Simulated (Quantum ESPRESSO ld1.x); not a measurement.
Results of a calculation; reference values are marked as such.
Radial electron density D(r) = 4 pi r^2 rho(r) of an atom or ion with 27 electrons. Code: ld1.x of Quantum ESPRESSO 7.5. Model: scalar-relativistic Kohn-Sham, exchange-only LDA, spin-polarised, spherical densities, point nucleus.

| r (bohr) | D(r) (e/bohr) | spin D(r) |
|---|---|---|
| 0.005562 | 4.172 | 0.0000396 |
| 0.0073 | 6.475 | 0.0000596 |
| 0.009659 | 9.875 | 0.0000856 |
| 0.01268 | 14.31 | 0.000110 |
| 0.01664 | 19.73 | 0.000116 |
| 0.02184 | 25.49 | 0.0000585 |
| 0.0289 | 30.44 | -0.000151 |
| 0.03794 | 32.62 | -0.000605 |
| 0.0498 | 31.28 | -0.00125 |
| 0.06536 | 27.67 | -0.00115 |
| 0.08648 | 25.61 | 0.00408 |
| 0.1135 | 28.67 | 0.0277 |
| 0.149 | 34.73 | 0.103 |
| 0.1956 | 36.08 | 0.299 |
| 0.2588 | 27.82 | 0.726 |
| 0.3397 | 17.37 | 1.42 |
| 0.4458 | 14.68 | 2.26 |
| 0.5852 | 17.84 | 2.85 |
| 0.7743 | 17.11 | 2.77 |
| 1.016 | 11.08 | 2.09 |
| 1.334 | 5.352 | 1.27 |
| 1.751 | 2.512 | 0.630 |
| 2.317 | 1.408 | 0.229 |
| 3.041 | 0.8129 | 0.0395 |
| 3.991 | 0.3661 | -0.0189 |
| 5.239 | 0.1100 | -0.0159 |
| 6.932 | 0.01831 | -0.00442 |
| 9.099 | 0.001632 | -0.000557 |

What is the nuclear charge?

Answer. Z = 27. The innermost maximum, from 1s, lies near gamma/Z bohr with gamma = sqrt(1 - (Z/c)^2) = 0.980, here 0.0363 bohr (found: 0.0392), and its height grows with Z. The density is that of neutral cobalt in [Ar] 3d7 4s2; the configuration itself is not fixed sharply by these data, and Z only to about a unit. D(r) has 3 maxima, at r = 0.0392, 0.179, 0.655 bohr, and minima at 0.0851, 0.418 bohr, inside which lie 2.11, 10.72 electrons.
